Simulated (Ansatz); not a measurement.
A short molecular-dynamics run on `C[SiH2]B(F)S`.

```yaml
crystal:
  periodic: [false, false, false]
  atoms:
    - {symbol: C, position_ang: [-0.915289, 1.190326, 0.114754]}
    - {symbol: Si, position_ang: [0.680634, 0.341881, 0.618095]}
    - {symbol: B, position_ang: [0.910690, -1.467644, -0.274224]}
    - {symbol: F, position_ang: [1.990729, -2.203194, -0.026320]}
    - {symbol: S, position_ang: [-0.272947, -2.196791, -1.423622]}
    - {symbol: H, position_ang: [-0.945682, 1.363619, -0.963938]}
    - {symbol: H, position_ang: [-1.009626, 2.159396, 0.609356]}
    - {symbol: H, position_ang: [-1.785029, 0.589553, 0.392524]}
    - {symbol: H, position_ang: [0.710988, 0.147876, 2.096547]}
    - {symbol: H, position_ang: [1.848391, 1.197893, 0.260319]}
    - {symbol: H, position_ang: [-1.147260, -1.179816, -1.382893]}
basis:
  gaussian: {orbitals: def2-SVP}
magnetization: {spin_polarized: true, initial_magnetization: 0}
hamiltonian: {xc: {name: r2SCAN}}
md: {timestep: 1 fs, n_steps: 30, ensemble: nvt_nose_hoover, temperature: 1000, initial_velocities: maxwell_boltzmann, seed: 488}
```

```sh
$ ansatz run in.yaml --threads 4 --pin off --events-out ev --progress --plain --max-ram 10444MiB
```

```json
{"step": "0", "time (fs)": "0.0", "potential energy (eV)": "-23230.3036", "kinetic (eV)": "1.1633", "T (K)": "1000", "conserved (eV)": "-23229.1402"}
{"step": "1", "time (fs)": "1.0", "potential energy (eV)": "-23230.2125", "kinetic (eV)": "1.0789", "T (K)": "927", "conserved (eV)": "-23229.1336"}
{"step": "2", "time (fs)": "2.0", "potential energy (eV)": "-23230.0505", "kinetic (eV)": "0.9264", "T (K)": "796", "conserved (eV)": "-23229.1242"}
{"step": "3", "time (fs)": "3.0", "potential energy (eV)": "-23229.9499", "kinetic (eV)": "0.8252", "T (K)": "709", "conserved (eV)": "-23229.1248"}
{"step": "4", "time (fs)": "4.0", "potential energy (eV)": "-23229.9103", "kinetic (eV)": "0.7812", "T (K)": "672", "conserved (eV)": "-23229.1293"}
{"step": "5", "time (fs)": "5.0", "potential energy (eV)": "-23229.8676", "kinetic (eV)": "0.7385", "T (K)": "635", "conserved (eV)": "-23229.1294"}
{"step": "6", "time (fs)": "6.0", "potential energy (eV)": "-23229.8115", "kinetic (eV)": "0.6845", "T (K)": "588", "conserved (eV)": "-23229.1275"}
{"step": "7", "time (fs)": "7.0", "potential energy (eV)": "-23229.7683", "kinetic (eV)": "0.6427", "T (K)": "552", "conserved (eV)": "-23229.1263"}
{"step": "8", "time (fs)": "8.0", "potential energy (eV)": "-23229.7586", "kinetic (eV)": "0.6339", "T (K)": "545", "conserved (eV)": "-23229.1257"}
{"step": "9", "time (fs)": "9.0", "potential energy (eV)": "-23229.7946", "kinetic (eV)": "0.6701", "T (K)": "576", "conserved (eV)": "-23229.1258"}
{"step": "10", "time (fs)": "10.0", "potential energy (eV)": "-23229.8714", "kinetic (eV)": "0.7437", "T (K)": "639", "conserved (eV)": "-23229.1295"}
{"step": "11", "time (fs)": "11.0", "potential energy (eV)": "-23229.9363", "kinetic (eV)": "0.8048", "T (K)": "692", "conserved (eV)": "-23229.1338"}
{"step": "12", "time (fs)": "12.0", "potential energy (eV)": "-23229.9335", "kinetic (eV)": "0.8049", "T (K)": "692", "conserved (eV)": "-23229.1314"}
{"step": "13", "time (fs)": "13.0", "potential energy (eV)": "-23229.8939", "kinetic (eV)": "0.7695", "T (K)": "661", "conserved (eV)": "-23229.1279"}
{"step": "14", "time (fs)": "14.0", "potential energy (eV)": "-23229.8618", "kinetic (eV)": "0.7352", "T (K)": "632", "conserved (eV)": "-23229.1307"}
{"step": "15", "time (fs)": "15.0", "potential energy (eV)": "-23229.8019", "kinetic (eV)": "0.6742", "T (K)": "580", "conserved (eV)": "-23229.1324"}
{"step": "16", "time (fs)": "16.0", "potential energy (eV)": "-23229.6877", "kinetic (eV)": "0.5640", "T (K)": "485", "conserved (eV)": "-23229.1291"}
{"step": "17", "time (fs)": "17.0", "potential energy (eV)": "-23229.5643", "kinetic (eV)": "0.4456", "T (K)": "383", "conserved (eV)": "-23229.1248"}
{"step": "18", "time (fs)": "18.0", "potential energy (eV)": "-23229.4958", "kinetic (eV)": "0.3790", "T (K)": "326", "conserved (eV)": "-23229.1234"}
{"step": "19", "time (fs)": "19.0", "potential energy (eV)": "-23229.5044", "kinetic (eV)": "0.3857", "T (K)": "332", "conserved (eV)": "-23229.1257"}
{"step": "20", "time (fs)": "20.0", "potential energy (eV)": "-23229.5569", "kinetic (eV)": "0.4351", "T (K)": "374", "conserved (eV)": "-23229.1295"}
{"step": "21", "time (fs)": "21.0", "potential energy (eV)": "-23229.5991", "kinetic (eV)": "0.4761", "T (K)": "409", "conserved (eV)": "-23229.1314"}
{"step": "22", "time (fs)": "22.0", "potential energy (eV)": "-23229.6061", "kinetic (eV)": "0.4853", "T (K)": "417", "conserved (eV)": "-23229.1301"}
{"step": "23", "time (fs)": "23.0", "potential energy (eV)": "-23229.5991", "kinetic (eV)": "0.4817", "T (K)": "414", "conserved (eV)": "-23229.1276"}
{"step": "24", "time (fs)": "24.0", "potential energy (eV)": "-23229.6133", "kinetic (eV)": "0.4964", "T (K)": "427", "conserved (eV)": "-23229.1281"}
{"step": "25", "time (fs)": "25.0", "potential energy (eV)": "-23229.6352", "kinetic (eV)": "0.5148", "T (K)": "443", "conserved (eV)": "-23229.1327"}
{"step": "26", "time (fs)": "26.0", "potential energy (eV)": "-23229.5979", "kinetic (eV)": "0.4778", "T (K)": "411", "conserved (eV)": "-23229.1335"}
{"step": "27", "time (fs)": "27.0", "potential energy (eV)": "-23229.4849", "kinetic (eV)": "0.3705", "T (K)": "319", "conserved (eV)": "-23229.1288"}
{"step": "28", "time (fs)": "28.0", "potential energy (eV)": "-23229.3613", "kinetic (eV)": "0.2528", "T (K)": "217", "conserved (eV)": "-23229.1237"}
{"step": "29", "time (fs)": "29.0", "potential energy (eV)": "-23229.3031", "kinetic (eV)": "0.1970", "T (K)": "169", "conserved (eV)": "-23229.1220"}
{"step": "30", "time (fs)": "30.0", "potential energy (eV)": "-23229.3365", "kinetic (eV)": "0.2283", "T (K)": "196", "conserved (eV)": "-23229.1246"}
```

Velocities are drawn at the set temperature; a run this short doesn't reach equilibrium.

Frames (Å, forces in eV/Å):

```xyz
11
time=0.0 fs
C    -0.915    1.190    0.115    0.142   -0.078    0.043
Si    0.681    0.342    0.618    0.054   -0.140   -0.047
B     0.911   -1.468   -0.274   -0.049    0.143    0.052
F     1.991   -2.203   -0.026    0.200   -0.123    0.054
S    -0.273   -2.197   -1.424    0.012   -0.239   -0.129
H    -0.946    1.364   -0.964   -0.018    0.059   -0.307
H    -1.010    2.159    0.609   -0.047    0.282    0.132
H    -1.785    0.590    0.393   -0.256   -0.161    0.078
H     0.711    0.148    2.097    0.012   -0.004    0.145
H     1.848    1.198    0.260    0.113    0.090   -0.019
H    -1.147   -1.180   -1.383   -0.162    0.171   -0.003
11
time=2.0 fs
C    -0.910    1.174    0.103    2.030    1.167    0.536
Si    0.693    0.343    0.632   -0.526   -0.303   -0.098
B     0.887   -1.436   -0.291    1.054   -0.925    0.326
F     1.995   -2.190   -0.016   -0.805    0.551   -0.285
S    -0.281   -2.207   -1.432   -0.979    1.170    0.116
H    -0.982    1.350   -0.941    0.250    0.149   -1.604
H    -0.971    2.172    0.558   -0.452   -0.127    0.345
H    -1.686    0.519    0.328   -2.080   -1.076    0.967
H     0.728    0.125    2.111   -0.080    0.002    0.058
H     1.837    1.178    0.304    0.694    0.478   -0.188
H    -1.216   -1.149   -1.352    0.894   -1.086   -0.174
11
time=4.0 fs
C    -0.899    1.160    0.093    0.855    0.441   -0.068
Si    0.704    0.344    0.646   -0.606   -0.210   -0.186
B     0.867   -1.409   -0.306    1.771   -1.727    0.500
F     1.997   -2.176   -0.006   -1.459    0.985   -0.552
S    -0.291   -2.216   -1.440   -1.119    1.590    0.336
H    -1.008    1.341   -0.973    0.491   -0.095   -0.712
H    -0.950    2.179    0.519   -0.748   -0.443    0.468
H    -1.659    0.414    0.297   -0.939    0.266    0.784
H     0.742    0.103    2.127   -0.156    0.021   -0.067
H     1.850    1.176    0.340    0.787    0.517   -0.209
H    -1.253   -1.158   -1.328    1.122   -1.346   -0.295
11
time=6.0 fs
C    -0.885    1.148    0.083   -0.692   -0.727   -1.026
Si    0.715    0.344    0.659   -0.165    0.188   -0.376
B     0.854   -1.387   -0.320    2.133   -2.222    0.600
F     1.997   -2.159    0.002   -1.790    1.187   -0.742
S    -0.301   -2.224   -1.447   -0.420    1.089    0.440
H    -1.016    1.328   -1.031    0.671   -0.383    0.802
H    -0.957    2.171    0.498   -0.845   -0.466    0.495
H    -1.667    0.319    0.295    0.485    1.831    0.331
H     0.750    0.082    2.141   -0.196    0.044   -0.153
H     1.893    1.193    0.369    0.288    0.149   -0.086
H    -1.248   -1.215   -1.314    0.532   -0.689   -0.283
11
time=8.0 fs
C    -0.873    1.134    0.069   -1.073   -0.920   -1.023
Si    0.725    0.345    0.672    0.312    0.601   -0.617
B     0.848   -1.373   -0.331    2.180   -2.385    0.663
F     1.993   -2.141    0.010   -1.845    1.174   -0.864
S    -0.313   -2.229   -1.454    1.112   -0.261    0.364
H    -0.999    1.301   -1.061    0.653   -0.405    1.225
H    -0.996    2.145    0.495   -0.726   -0.375    0.388
H    -1.659    0.291    0.307    0.784    2.013    0.064
H     0.750    0.062    2.149   -0.205    0.054   -0.152
H     1.946    1.215    0.395   -0.323   -0.280    0.043
H    -1.225   -1.298   -1.311   -0.868    0.784   -0.090
11
time=10.0 fs
C    -0.865    1.117    0.053   -0.355   -0.018    0.119
Si    0.736    0.346    0.684    0.476    0.799   -0.839
B     0.850   -1.367   -0.341    1.889   -2.188    0.696
F     1.985   -2.120    0.015   -1.623    0.935   -0.915
S    -0.322   -2.236   -1.461    2.073   -0.999    0.305
H    -0.957    1.259   -1.048    0.438   -0.173    0.332
H    -1.062    2.104    0.507   -0.383   -0.284    0.120
H    -1.624    0.336    0.322    0.009    0.803    0.072
H     0.743    0.044    2.152   -0.190    0.044   -0.067
H     1.987    1.227    0.422   -0.672   -0.505    0.100
H    -1.235   -1.351   -1.312   -1.663    1.588    0.077
11
time=12.0 fs
C    -0.857    1.100    0.037    1.073    1.543    1.615
Si    0.748    0.349    0.695    0.242    0.688   -0.971
B     0.858   -1.369   -0.347    1.223   -1.626    0.669
F     1.974   -2.097    0.018   -1.079    0.447   -0.868
S    -0.330   -2.243   -1.467    1.009    0.130    0.526
H    -0.899    1.211   -1.023    0.150    0.131   -1.198
H    -1.143    2.053    0.524    0.114   -0.058   -0.239
H    -1.591    0.410    0.340   -1.514   -1.283    0.395
H     0.729    0.028    2.152   -0.159    0.023    0.047
H     2.004    1.220    0.453   -0.656   -0.458    0.078
H    -1.302   -1.349   -1.310   -0.403    0.462   -0.055
11
time=14.0 fs
C    -0.846    1.088    0.025    0.622    1.317    1.985
Si    0.760    0.352    0.704   -0.359    0.246   -0.941
B     0.871   -1.377   -0.352    0.178   -0.751    0.530
F     1.961   -2.073    0.020   -0.168   -0.290   -0.684
S    -0.336   -2.250   -1.473   -0.219    1.250    0.736
H    -0.834    1.167   -1.040   -0.103    0.195   -1.034
H    -1.219    2.000    0.531    0.534    0.376   -0.499
H    -1.610    0.439    0.372   -1.127   -1.519    0.000
H     0.708    0.012    2.154   -0.114    0.010    0.107
H     1.996    1.197    0.487   -0.263   -0.143   -0.005
H    -1.385   -1.330   -1.311    1.017   -0.691   -0.196
11
time=16.0 fs
C    -0.834    1.079    0.020   -1.113   -0.088    1.238
Si    0.771    0.356    0.713   -1.175   -0.401   -0.768
B     0.884   -1.388   -0.354   -1.158    0.320    0.261
F     1.948   -2.050    0.021    1.064   -1.216   -0.363
S    -0.343   -2.256   -1.478   -0.548    1.499    0.782
H    -0.774    1.131   -1.093   -0.392    0.140    0.618
H    -1.276    1.961    0.520    0.730    0.706   -0.589
H    -1.669    0.415    0.402    0.767   -0.327   -0.945
H     0.683   -0.003    2.159   -0.054    0.023    0.067
H     1.979    1.168    0.520    0.371    0.327   -0.110
H    -1.431   -1.334   -1.318    1.509   -0.983   -0.191
11
time=18.0 fs
C    -0.825    1.071    0.019   -1.815   -0.716    0.543
Si    0.781    0.360    0.720   -1.761   -0.857   -0.583
B     0.893   -1.397   -0.356   -2.467    1.337   -0.057
F     1.936   -2.029    0.020    2.323   -2.121    0.003
S    -0.350   -2.260   -1.482    0.032    0.972    0.693
H    -0.728    1.100   -1.124   -0.570    0.141    1.456
H    -1.305    1.949    0.486    0.763    0.745   -0.546
H    -1.702    0.375    0.398    1.656    0.316   -1.239
H     0.656   -0.017    2.168    0.020    0.056   -0.041
H     1.976    1.152    0.550    0.775    0.622   -0.160
H    -1.421   -1.374   -1.333    1.045   -0.495   -0.068
11
time=20.0 fs
C    -0.821    1.060    0.020   -1.473   -0.429    0.486
Si    0.788    0.362    0.727   -1.680   -0.782   -0.510
B     0.894   -1.402   -0.358   -3.182    1.920   -0.239
F     1.930   -2.013    0.020    3.059   -2.651    0.214
S    -0.357   -2.263   -1.485    1.561   -0.301    0.494
H    -0.704    1.074   -1.103   -0.487    0.163    0.907
H    -1.305    1.964    0.432    0.696    0.511   -0.391
H    -1.674    0.347    0.348    1.326    0.272   -0.864
H     0.630   -0.029    2.174    0.100    0.086   -0.137
H     2.001    1.158    0.574    0.509    0.448   -0.112
H    -1.374   -1.432   -1.350   -0.429    0.763    0.153
11
time=22.0 fs
C    -0.822    1.048    0.023   -0.073    0.946    0.962
Si    0.793    0.363    0.732   -1.185   -0.366   -0.558
B     0.883   -1.400   -0.360   -2.864    1.813   -0.128
F     1.929   -2.001    0.020    2.842   -2.561    0.114
S    -0.362   -2.266   -1.487    2.738   -1.253    0.369
H    -0.697    1.054   -1.051   -0.099    0.181   -0.754
H    -1.279    1.999    0.363    0.499    0.063   -0.126
H    -1.598    0.326    0.267   -0.250   -0.640    0.024
H     0.608   -0.037    2.176    0.166    0.093   -0.154
H     2.044    1.180    0.593   -0.158   -0.004   -0.036
H    -1.344   -1.460   -1.361   -1.616    1.728    0.289
11
time=24.0 fs
C    -0.824    1.040    0.028    1.186    2.095    0.817
Si    0.797    0.363    0.737   -0.778   -0.010   -0.669
B     0.862   -1.392   -0.363   -1.677    1.145    0.219
F     1.934   -1.995    0.020    1.825   -1.967   -0.235
S    -0.364   -2.271   -1.489    1.609   -0.288    0.545
H    -0.694    1.042   -1.025    0.302    0.176   -1.622
H    -1.234    2.036    0.289    0.102   -0.343    0.233
H    -1.531    0.281    0.185   -1.532   -1.305    0.684
H     0.591   -0.043    2.171    0.202    0.074   -0.076
H     2.081    1.203    0.611   -0.680   -0.366   -0.001
H    -1.368   -1.428   -1.362   -0.559    0.790    0.103
11
time=26.0 fs
C    -0.822    1.037    0.036    0.640    0.669   -0.830
Si    0.799    0.364    0.742   -0.662    0.102   -0.761
B     0.836   -1.379   -0.365   -0.207    0.272    0.596
F     1.943   -1.993    0.020    0.552   -1.207   -0.628
S    -0.365   -2.276   -1.490    0.045    1.106    0.769
H    -0.680    1.035   -1.055    0.318    0.107   -0.290
H    -1.185    2.060    0.224   -0.391   -0.382    0.573
H    -1.517    0.193    0.128   -0.578    0.346    0.674
H     0.583   -0.045    2.164    0.205    0.035    0.060
H     2.094    1.212    0.629   -0.822   -0.481   -0.021
H    -1.414   -1.366   -1.360    0.900   -0.567   -0.143
11
time=28.0 fs
C    -0.817    1.036    0.041    0.099   -0.819   -2.293
Si    0.800    0.365    0.745   -0.895   -0.051   -0.753
B     0.808   -1.366   -0.365    1.076   -0.529    0.848
F     1.953   -1.993    0.019   -0.539   -0.541   -0.917
S    -0.365   -2.279   -1.491   -0.548    1.717    0.866
H    -0.655    1.033   -1.097    0.153    0.028    1.047
H    -1.151    2.071    0.181   -0.725   -0.238    0.749
H    -1.525    0.117    0.096    0.372    1.890    0.620
H     0.582   -0.046    2.160    0.183   -0.004    0.172
H     2.076    1.204    0.646   -0.556   -0.325   -0.085
H    -1.428   -1.324   -1.362    1.380   -1.128   -0.256
11
time=30.0 fs
C    -0.813    1.034    0.039    0.102   -0.781   -2.442
Si    0.801    0.365    0.747   -1.445   -0.418   -0.584
B     0.784   -1.354   -0.362    2.006   -1.146    0.945
F     1.962   -1.995    0.015   -1.298   -0.065   -1.066
S    -0.365   -2.281   -1.490   -0.227    1.523    0.857
H    -0.624    1.032   -1.101    0.042   -0.005    1.192
H    -1.143    2.072    0.165   -0.748   -0.275    0.754
H    -1.521    0.110    0.088    0.410    1.989    0.577
H     0.588   -0.047    2.161    0.154   -0.023    0.185
H     2.037    1.183    0.660    0.063    0.064   -0.174
H    -1.391   -1.323   -1.374    0.942   -0.864   -0.243
```

It took 110 s on 4 threads of an Arm Neoverse V1 on a shared host, with 0.25 GiB of host memory at the peak.
